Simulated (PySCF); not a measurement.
# How methods differ on the excitation energy of C⁺

C⁺ [He] 2s2 2p1 (2P) → C⁺ [He] 2s2 3d1 (2D), as a difference of total energies. Computed with PySCF 2.14 in aug-cc-pCVTZ-DK with one added diffuse shell each of s, p, d, f type (8s7p5d3f, 75 functions), with the spin-free X2C one-electron Hamiltonian (Gaussian nucleus). Correlated levels: valence and next inner shell: nothing frozen. The calculations carry no spin-orbit coupling.

```csv
method,excitation energy (eV),error (eV)
UHF,17.948,-0.093
MP2 (valence and next inner shell),17.973,-0.068
SCS-MP2 (valence and next inner shell),17.934,-0.107
CCSD (valence and next inner shell),17.979,-0.062
CCSD(T) (valence and next inner shell),17.979,-0.062
```

Reference: 18.041 eV (measured; NIST levels, between the centres of gravity of the two terms).

Errors of the correlated levels include the incompleteness of this basis.

The coupled-cluster amplitudes are large for the upper state (T1 above 0.03 or a double amplitude above 0.15), so a single reference is strained.
